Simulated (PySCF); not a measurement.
**Spin-rotation constants: SMILES CC[C@@H]1COC=C[C@H]1F, C7H11FO**

Molfile (atoms numbered from 1):
```
C7H11FO
     RDKit          3D

 20 20  0  0  0  0  0  0  0  0999 V2000
    2.5487    0.4309   -0.5280 C   0  0  0  0  0  0  0  0  0  0  0  0
    1.5307   -0.4445    0.1936 C   0  0  0  0  0  0  0  0  0  0  0  0
    0.0822   -0.1341   -0.1898 C   0  0  2  0  0  0  0  0  0  0  0  0
   -0.3883    1.2229    0.3333 C   0  0  0  0  0  0  0  0  0  0  0  0
   -1.7072    1.5495   -0.0693 O   0  0  0  0  0  0  0  0  0  0  0  0
   -2.5890    0.5257   -0.0733 C   0  0  0  0  0  0  0  0  0  0  0  0
   -2.2966   -0.7490    0.1494 C   0  0  0  0  0  0  0  0  0  0  0  0
   -0.8810   -1.1906    0.3643 C   0  0  1  0  0  0  0  0  0  0  0  0
   -0.6687   -2.3973   -0.2841 F   0  0  0  0  0  0  0  0  0  0  0  0
    2.4079    0.3709   -1.6047 H   0  0  0  0  0  0  0  0  0  0  0  0
    2.4619    1.4711   -0.2245 H   0  0  0  0  0  0  0  0  0  0  0  0
    3.5565    0.0951   -0.2964 H   0  0  0  0  0  0  0  0  0  0  0  0
    1.6495   -0.3309    1.2742 H   0  0  0  0  0  0  0  0  0  0  0  0
    1.7236   -1.4900   -0.0562 H   0  0  0  0  0  0  0  0  0  0  0  0
   -0.0142   -0.1447   -1.2813 H   0  0  0  0  0  0  0  0  0  0  0  0
   -0.3410    1.2286    1.4321 H   0  0  0  0  0  0  0  0  0  0  0  0
    0.2375    2.0304   -0.0502 H   0  0  0  0  0  0  0  0  0  0  0  0
   -3.5906    0.8760   -0.2745 H   0  0  0  0  0  0  0  0  0  0  0  0
   -3.0547   -1.5112    0.1294 H   0  0  0  0  0  0  0  0  0  0  0  0
   -0.6725   -1.3982    1.4255 H   0  0  0  0  0  0  0  0  0  0  0  0
  1  2  1  0
  2  3  1  0
  3  4  1  0
  4  5  1  0
  5  6  1  0
  6  7  2  0
  7  8  1  0
  8  9  1  0
  8  3  1  0
  1 10  1  0
  1 11  1  0
  1 12  1  0
  2 13  1  0
  2 14  1  0
  3 15  1  6
  4 16  1  0
  4 17  1  0
  6 18  1  0
  7 19  1  0
  8 20  1  1
M  END
```

The calculation used PySCF, GIAO PBE/cc-pVDZ magnetisability, rotational g tensor and spin-rotation constants, non-relativistic, gas phase. Geometry: GFN2-xTB.

(1) Give the nuclear spin-rotation constants along the inertial axes (H = +C I·J) beside the isotropic shieldings.

Results:

(1) Rotational constants 2.2314, 1.3977, 0.9152 GHz. A star marks the isotopologue with that one atom substituted, in its own axes.
| atom | isotope | Caa (kHz) | Cbb (kHz) | Ccc (kHz) | mean (kHz) | σ (ppm) |
| --- | --- | --- | --- | --- | --- | --- |
| F9 | 19F | 1.422 | 0.752 | 0.306 | 0.827 | 383.9 |
| H10 | 1H | -0.244 | -0.167 | 0.020 | -0.130 | 30.9 |
| H11 | 1H | -0.240 | 0.018 | -0.099 | -0.107 | 30.7 |
| H12 | 1H | 0.020 | -0.145 | -0.095 | -0.073 | 30.5 |
| H13 | 1H | -0.234 | -0.168 | 0.020 | -0.127 | 30.7 |
| H14 | 1H | -0.209 | 0.030 | -0.096 | -0.092 | 29.4 |
| H15 | 1H | -0.245 | -0.167 | 0.036 | -0.125 | 29.9 |
| H16 | 1H | -0.253 | -0.139 | 0.052 | -0.113 | 27.9 |
| H17 | 1H | -0.117 | -0.004 | -0.081 | -0.067 | 27.2 |
| H18 | 1H | 0.170 | -0.130 | -0.087 | -0.015 | 25.3 |
| H19 | 1H | -0.011 | -0.005 | -0.117 | -0.044 | 26.8 |
| H20 | 1H | -0.204 | -0.135 | 0.056 | -0.095 | 26.5 |
| C1 | 13C* | 0.276 | 0.182 | 0.103 | 0.187 | 181.1 |
| C2 | 13C* | 0.316 | 0.217 | 0.124 | 0.219 | 166.9 |
| C3 | 13C* | 0.421 | 0.271 | 0.128 | 0.273 | 148.0 |
| C4 | 13C* | 0.367 | 0.332 | 0.195 | 0.298 | 126.5 |
| O5 | 17O* | -0.498 | -0.233 | -0.055 | -0.262 | 212.3 |
| C6 | 13C* | 0.975 | 0.420 | 0.186 | 0.527 | 54.8 |
| C7 | 13C* | 0.768 | 0.384 | 0.136 | 0.430 | 94.1 |
| C8 | 13C* | 0.591 | 0.304 | 0.213 | 0.369 | 104.4 |

For the geometry as given, no vibrational averaging.
